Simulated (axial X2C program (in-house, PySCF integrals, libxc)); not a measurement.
**SnCl⁺: from the spin-free to the two-component result**

All values were computed with an in-house relativistic program for diatomic molecules. Spin-free means the one-electron spin-free X2C Hamiltonian; two-component (2c) means X2C with spin–orbit coupling and atomic mean-field two-electron Coulomb and Gaunt terms, so the difference of the two also holds small scalar two-electron terms. Basis: Sn dyall-cv3z [11s12p9d4f1g], Cl dyall-av3z [9s8p3d2f] (cores contracted in-house); Gaussian nuclei, density fitting, unrestricted open shells. Masses: Sn 119.902 u, Cl 34.969 u.

Spin-free state: M_S = 0, Λ = 0 (closed shell); fragments Sn+ + Cl.

| level | Re (Å) | ωe (cm⁻¹) | De (eV) | μ (D) |
| --- | --- | --- | --- | --- |
| PBE0 | 2.264 | 427.6 | 4.216 | -2.53 |
| HF | 2.262 | 438.9 | 2.772 | -2.97 |
| MP2 | 2.275 | 430.0 | 4.213 | n/a |
| CCSD | 2.275 | 428.7 | 3.902 | n/a |
| CCSD(T) | 2.281 | 423.0 | 4.048 | n/a |
| BP86 | 2.290 | 405.8 | 4.392 | -2.34 |

Correlated methods: 10 electrons correlated (number of frozen shells: Sn 4 s, 3 p, 2 d; Cl 2 s, 1 p), 258 virtual spin orbitals or spinors in MP2, 90 natural virtuals in coupled cluster.

Dipoles are positive if Cl is the positive end and refer to the centre of mass.

Two-component determinant lowest at the distance of the search:

Ω = 0 (closed shell); fragments Sn+ + Cl.

| level | Re (Å) | ωe (cm⁻¹) | De (eV) | μ (D) |
| --- | --- | --- | --- | --- |
| PBE0 | 2.265 | 427.1 | n/a | -2.52 |
| HF | 2.263 | 438.7 | 2.373 | -2.96 |
| MP2 | 2.275 | 429.7 | 3.869 | n/a |
| CCSD | 2.275 | 428.3 | 3.562 | n/a |
| CCSD(T) | 2.282 | 422.6 | 3.710 | n/a |
| BP86 | 2.291 | 405.1 | n/a | -2.33 |

**Question.** From the two tables, how do the constants change at the CCSD(T) level (2c against spin-free)?

**Answer.** At the CCSD(T) level Re is unchanged within 0.001 Å and ωe drops by 0.4 cm⁻¹; De changes by -0.338 eV.

Occupations by symmetry block were frozen at the best pattern of an incomplete PBE0 search. The closed shell is kept restricted, so the energy runs too high when the bond is stretched far. Dissociation energies refer to the lowest single-determinant-based atoms at the same level and basis. De is not given where an atomic determinant may have missed its ground term or J level, or where the truncated virtual space spoils (T). CCSD and (T) use frozen natural virtuals with an MP2 correction for the truncation; (T) itself is uncorrected, so its De runs slightly low. Without a current term, density functionals place determinants with orbital angular momentum somewhat too high. With the outer-core shells frozen, correlated bond lengths of heavy atoms tend to come out a few hundredths of an ångström too long.
